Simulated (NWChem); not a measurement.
System: SiH$_{4}$O; SMILES O[SiH3]

Here is an NWChem input.

```
start job
memory heap 200 mb stack 900 mb global 1100 mb
geometry units angstroms noautosym nocenter noautoz
  Si    -0.020039    -0.495117     0.000000
  O     -0.075849     1.169752     0.000000
  H      0.682283    -1.032242     1.208873
  H     -1.433127    -0.959412     0.000000
  H      0.682283    -1.032242    -1.208873
  H      0.766438     1.632662     0.000000
end
basis spherical
  * library def2-svp
end
dft
  xc b3lyp
  iterations 150
end
cosmo
  do_cosmo_smd true
  solvent cychexon
end
task dft energy
```

Output (shortened):

```
             Northwest Computational Chemistry Package (NWChem) 7.3.0
             --------------------------------------------------------

                             Geometry "geometry" -> ""
                             -------------------------

 Output coordinates in angstroms (scale by  1.889725989 to convert to a.u.)

  No.       Tag          Charge          X              Y              Z
 ---- ---------------- ---------- -------------- -------------- --------------
    1 Si                  14.0000    -0.02003900    -0.49511700     0.00000000
    2 O                    8.0000    -0.07584900     1.16975200     0.00000000
    3 H                    1.0000     0.68228300    -1.03224200     1.20887300
    4 H                    1.0000    -1.43312700    -0.95941200     0.00000000
    5 H                    1.0000     0.68228300    -1.03224200    -1.20887300
    6 H                    1.0000     0.76643800     1.63266200     0.00000000

 Effective nuclear repulsion energy (a.u.)      64.1972102928

                                 NWChem DFT Module
                                 -----------------

 Summary of "ao basis" -> "ao basis" (spherical)
 ------------------------------------------------------------------------------
       Tag                 Description            Shells   Functions and Types
 ---------------- ------------------------------  ------  ---------------------
 Si                         def2-svp                 8       18   4s3p1d
 O                          def2-svp                 6       14   3s2p1d
 H                          def2-svp                 3        5   2s1p

 in cosmo_initialize ...
 calling solv_data for solv:cychexon

 solvent parameters
 solvname_short: cychexon
 solvname_long:  cyclohexanone
 dielec:       15.6190
 dielecinf:     2.1045
 nonaqueous SMD model solvent descriptors
 dielec:       15.6190
 sola:          0.0000
 solb:          0.5600
 solc:          0.0000
 solg:         49.7600
 solh:          0.0000
 soln:          1.4507

          ---------------
          -cosmo- solvent
          ---------------
 Cosmo: York-Karplus, doi: 10.1021/jp992097l
 dielectric constant -eps-     =  15.62
 screen = (eps-1)/(eps    )    =   0.93598
 surface charge correction     = lagrangian

   van der Waals surface
 --------------------------

 ---------- ATOMIC COORDINATES (A.U.) ------------ VDWR(ANG.) --
     1   -0.03786822   -0.93563546    0.00000000     2.470
     2   -0.14333383    2.21051075    0.00000000     2.294
     3    1.28932792   -1.95065453    2.28443872     1.200
     4   -2.70821734   -1.81302579    0.00000000     1.200
     5    1.28932792   -1.95065453   -2.28443872     1.200
     6    1.44835781    3.08528381    0.00000000     1.200
 number of segments per atom =        128
 number of   points per atom =        128
 atom (   nspa,  nppa )
 ----------------------
    1 (     84,     0 )       0
    2 (     92,     0 )       0
    3 (     33,     0 )       0
    4 (     30,     0 )       0
    5 (     33,     0 )       0
    6 (      0,     0 )       0
 number of -cosmo- surface points =      272
 molecular surface =     98.178 angstrom**2
 molecular volume  =     92.220 angstrom**3
 -lineq- algorithm             =   0
 -bem- low  level              =   3
 -bem- from -octahedral-
 gaussian surface charge width =   4.50000
 degree of switching           =   1.00000
 switching function tolerance  =   0.00010
 atomic radii =
 --------------
    1 14.000  2.470
    2  8.000  2.294
    3  1.000  1.200
    4  1.000  1.200
    5  1.000  1.200
    6  1.000  1.200
 ...... end of -cosmo- initialization ......

 nat:                     6
 ixmem:                  2111
 calling mnsol_interface()
 G(SMD-CDS) energy (kcal/mol)  =    -0.304
 SMD-CDS SASA (angstrom**2)    =   101.472

[...]

                                COSMO-SMD solvation results
                                ---------------------------

             internal energy in gas <Psi(g)|H|Psi(g)> =      -367.015951252749
         internal energy in solvent <Psi(s)|H|Psi(s)> =      -367.015681646585
                               delta internal energy  =         0.000269606164 (    0.17 kcal/mol)
   total free energy in solvent <Psi(s)|H+V/2|Psi(s)> =      -367.019501993175
 polarization energy contribution <Psi(s)|V/2|Psi(s)> =        -0.003820346590 (   -2.40 kcal/mol)
    total free energy in solvent including G(SMD-CDS) =      -367.019987121592
                       G(SMD-CDS) energy contribution =        -0.000485128418 (   -0.30 kcal/mol)
     1 M fixed-concentration free energy of solvation =        -0.004035868844 (   -2.53 kcal/mol)

                       DFT Final Molecular Orbital Analysis
                       ------------------------------------

 Vector   11  Occ=2.000000D+00  E=-3.762276D-01
              MO Center=  2.0D-01,  1.3D-03,  1.6D-09, r^2= 2.4D+00
   Bfn.  Coefficient  Atom+Function         Bfn.  Coefficient  Atom+Function
  ----- ------------  ---------------      ----- ------------  ---------------
    24      0.377705  2 O  pz                27      0.266148  2 O  pz
    10      0.258090  1 Si pz                33      0.229440  3 H  s
    43     -0.229440  5 H  s                 13      0.223576  1 Si pz
     7     -0.149690  1 Si pz                34      0.092706  3 H  s
    44     -0.092706  5 H  s                 17     -0.038112  1 Si d  1

 Vector   12  Occ=2.000000D+00  E=-3.289219D-01
              MO Center= -2.8D-01, -1.9D-01,  5.9D-10, r^2= 2.8D+00
   Bfn.  Coefficient  Atom+Function         Bfn.  Coefficient  Atom+Function
  ----- ------------  ---------------      ----- ------------  ---------------
    22      0.298811  2 O  px                38      0.298537  4 H  s
    39      0.233537  4 H  s                  8     -0.222743  1 Si px
    25      0.204228  2 O  px                23     -0.197720  2 O  py
    33     -0.190012  3 H  s                 43     -0.190012  5 H  s
    26     -0.155909  2 O  py                21     -0.149168  2 O  s

 Vector   13  Occ=2.000000D+00  E=-3.027136D-01
              MO Center=  2.2D-01,  2.0D-01, -4.3D-09, r^2= 2.5D+00
   Bfn.  Coefficient  Atom+Function         Bfn.  Coefficient  Atom+Function
  ----- ------------  ---------------      ----- ------------  ---------------
    24      0.486869  2 O  pz                27      0.372721  2 O  pz
    33     -0.245240  3 H  s                 43      0.245240  5 H  s
    34     -0.217571  3 H  s                 44      0.217571  5 H  s
    10     -0.155381  1 Si pz                15      0.091871  1 Si d -1
     7      0.080434  1 Si pz                17      0.040841  1 Si d  1

 Vector   14  Occ=0.000000D+00  E= 1.950695D-02
              MO Center=  2.5D-01, -6.1D-02,  2.1D-09, r^2= 3.9D+00
   Bfn.  Coefficient  Atom+Function         Bfn.  Coefficient  Atom+Function
  ----- ------------  ---------------      ----- ------------  ---------------
    12      1.012761  1 Si py                21     -0.791535  2 O  s
    49      0.415873  6 H  s                 39      0.312001  4 H  s
     9      0.197439  1 Si py                34      0.198273  3 H  s
    44      0.198273  5 H  s                 25     -0.167750  2 O  px
    20     -0.152732  2 O  s                 26      0.140522  2 O  py

 Vector   15  Occ=0.000000D+00  E= 7.806384D-02
              MO Center=  9.7D-02, -5.3D-01,  3.5D-09, r^2= 3.8D+00
   Bfn.  Coefficient  Atom+Function         Bfn.  Coefficient  Atom+Function
  ----- ------------  ---------------      ----- ------------  ---------------
    11      1.589233  1 Si px                39      1.244556  4 H  s
    34     -0.745214  3 H  s                 44     -0.745214  5 H  s
     8      0.249920  1 Si px                49     -0.235893  6 H  s
    21      0.217006  2 O  s                 25     -0.163566  2 O  px
    38      0.163874  4 H  s                  4      0.149394  1 Si s

 Vector   16  Occ=0.000000D+00  E= 8.621441D-02
              MO Center= -1.3D-01, -5.4D-01,  1.5D-08, r^2= 3.7D+00
   Bfn.  Coefficient  Atom+Function         Bfn.  Coefficient  Atom+Function
  ----- ------------  ---------------      ----- ------------  ---------------
    13      1.541395  1 Si pz                34     -1.114541  3 H  s
    44      1.114541  5 H  s                 27     -0.269154  2 O  pz
    10      0.254197  1 Si pz                24     -0.193910  2 O  pz
    17      0.150912  1 Si d  1              33     -0.143106  3 H  s
    43      0.143106  5 H  s                  7     -0.141482  1 Si pz

     Multipole analysis of the density
     ---------------------------------

     L   x y z        total         alpha         beta         nuclear
     -   - - -        -----         -----         ----         -------
     0   0 0 0     -0.000000    -13.000000    -13.000000     26.000000

     1   1 0 0      0.625013      0.491521      0.491521     -0.358029
     1   0 1 0      0.084006     -0.936066     -0.936066      1.956139
     1   0 0 1      0.000000      0.000000      0.000000      0.000000

     2   2 0 0    -15.047301    -13.994324    -13.994324     12.941347
     2   1 1 0      2.339087      0.014594      0.014594      2.309900
     2   1 0 1      0.000000      0.000000      0.000000      0.000000
     2   0 2 0    -14.962134    -43.362467    -43.362467     71.762799
     2   0 1 1     -0.000000     -0.000000     -0.000000      0.000000
     2   0 0 2    -16.290600    -13.363960    -13.363960     10.437321
```

Level: B3LYP/def2-SVP, SMD on the gas-phase geometry. Geometry: optimised at PBE0/def2-SVP. B3LYP is NWChem's, with the RPA form of VWN correlation. Solvent: cyclohexanone.
